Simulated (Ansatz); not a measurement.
Relaxation of C$_{2}$H$_{9}$AlOSi (14 atoms, charge 0, multiplicity 1), to a largest force component of 0.015 eV/Å in at most 40 steps.

Theory: Ansatz, RKS PBE0-D4/6-31G.

```xyz
14
Properties=species:S:1:pos:R:3
C -1.252 0.999 1.157
O -0.058 1.440 0.616
C 0.937 0.585 1.060
Al 2.688 1.508 1.406
Si 2.851 3.818 0.720
H -2.094 1.688 0.693
H -1.303 1.202 2.250
H -1.491 0.000 0.891
H 1.071 -0.376 0.431
H 0.643 0.167 2.081
H 3.938 0.755 1.921
H 3.868 3.932 -0.307
H 3.162 4.645 1.862
H 1.523 4.246 0.159
```

Problem. Where does it end, and by what steps?

Solution. It converged. Limits of this set-up: no polarisation functions. After 24 steps the energy has fallen by 0.744 eV; H13 moved furthest, 1.11 Å.

```csv
step,energy less start (eV),largest force component (eV/Å),accepted
0,0.0000,4.065,yes
1,-0.5888,1.161,yes
2,-0.6772,0.530,yes
3,-0.7033,0.318,yes
4,-0.7155,0.180,yes
5,-0.7154,0.152,no
6,-0.7197,0.050,yes
7,-0.7223,0.043,yes
8,-0.7210,0.058,no
9,-0.7233,0.020,yes
10,-0.7243,0.043,yes
11,-0.7248,0.065,yes
12,-0.7254,0.096,yes
13,-0.7263,0.129,yes
14,-0.7281,0.151,yes
15,-0.7292,0.159,yes
16,-0.7315,0.158,yes
17,-0.7347,0.090,yes
18,-0.7375,0.146,yes
19,-0.7393,0.126,yes
20,-0.7414,0.045,yes
21,-0.7426,0.065,yes
22,-0.7432,0.041,yes
23,-0.7437,0.019,yes
24,-0.7438,0.014,yes
```

```xyz
14
Properties=species:S:1:pos:R:3
C -1.317 1.139 1.234
O 0.051 1.576 1.153
C 1.014 0.507 1.351
Al 2.796 1.381 1.177
Si 2.786 3.755 0.577
H -1.937 2.021 1.066
H -1.542 0.715 2.223
H -1.539 0.383 0.467
H 0.869 -0.294 0.603
H 0.877 0.034 2.341
H 4.128 0.501 1.430
H 4.166 4.342 0.408
H 2.083 4.573 1.631
H 2.048 3.976 -0.720
```

Time of the run: 57 s on 1 thread of AMD EPYC 9R45 96-Core Processor (Zen 5) (shared host), peak memory 0.2 GiB.
